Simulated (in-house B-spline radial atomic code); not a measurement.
Configurations of Cd⁴⁺, with energies counted from [Kr] (4d3/2)4 (4d5/2)4. Level of theory: Dirac-Hartree-Fock, average of each configuration as written, Fermi nucleus of rms radius 4.6087 fm; calculated with a B-spline radial code for spherical atoms. Energies include first-order Breit, QED and recoil terms.

Occupations are held fixed; configurations that lie above the ionisation limit could autoionise.

```tsv
configuration	E - E(ref) (eV)	highest orbital	its <r> (bohr)
[Kr] (4d3/2)1 (4d5/2)6 5s1	21.64	5s1/2	2.135
[Kr] (4d3/2)2 (4d5/2)5 (8p1/2)1	61.504	8p1/2	10.51
[Ar] 3d10 4s2 (4p1/2)1 (4p3/2)4 (4d3/2)2 (4d5/2)6 5s1	87.992	5s1/2	2.126
[Ar] 3d10 4s2 (4p1/2)2 (4p3/2)3 (4d3/2)2 (4d5/2)6 (6f5/2)1	124.82	6f5/2	8.247
[Ar] (3d3/2)3 (3d5/2)6 4s2 4p6 (4d3/2)4 (4d5/2)4 5s1	427.06	5s1/2	2.111
```

(1) Order these further configurations by energy, lowest first.
A. [Kr] (4d3/2)3 (4d5/2)5
B. [Ar] 3d10 4s2 (4p1/2)1 (4p3/2)4 (4d3/2)2 (4d5/2)6 (7g9/2)1
C. [Ar] 3d10 4s2 (4p1/2)1 (4p3/2)4 (4d3/2)3 (4d5/2)5 (6g9/2)1
D. [Kr] (4d3/2)4 (4d5/2)3 (7p1/2)1
E. [Kr] (4d3/2)2 (4d5/2)6

(2) How far above the reference does [Kr] (4d3/2)3 (4d5/2)4 (5p3/2)1 lie?

## Answers

(1) A (0.8919 eV), E (1.4163 eV), D (55.368 eV), C (129.84 eV), B (131.03 eV).

(2) 30.236 eV; its least bound orbital is 5p3/2 with <r> = 2.462 bohr.
